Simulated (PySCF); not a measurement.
**Charge-transfer reorganisation: `CSc1cccs1`, C5H6S2**

Geometry (Å), atoms numbered from 1 in this order:
```xyz
13

C     2.530   -0.252    0.500
S     1.738    0.865   -0.674
C     0.048    0.544   -0.341
C    -0.789   -0.277   -1.038
C    -2.113   -0.287   -0.515
C    -2.246    0.529    0.565
S    -0.785    1.322    0.951
H     2.221   -1.284    0.324
H     2.306    0.030    1.530
H     3.608   -0.172    0.339
H    -0.462   -0.851   -1.897
H    -2.924   -0.875   -0.927
H    -3.139    0.707    1.152
```

Method used: UKS LC-wPBE/6-31G* four-point reorganisation energy, gas phase in PySCF 2.14.0. Geometry: LC-wPBE/6-31G*.

The conformer changes in this relaxation, which adds to the reorganisation energy.

(1) What is the inner reorganisation energy for hole transfer, with the ionisation energy?

Answers

(1) λ = 1.138 (surface of the oxidised species) + 0.310 (surface of the starting species) = 1.448 eV. The ionisation energy is 8.86 eV vertical and 7.72 eV adiabatic without zero-point energy; at the relaxed geometry of the oxidised species the two energies differ by 7.41 eV. Largest bond changes: S2–C3 1.753 → 1.673 Å, C3–C4 1.364 → 1.419 Å, C4–C5 1.423 → 1.383 Å, C5–C6 1.360 → 1.388 Å, C1–S2 1.804 → 1.792 Å. ⟨S²⟩ of the relaxed oxidised species 0.799.
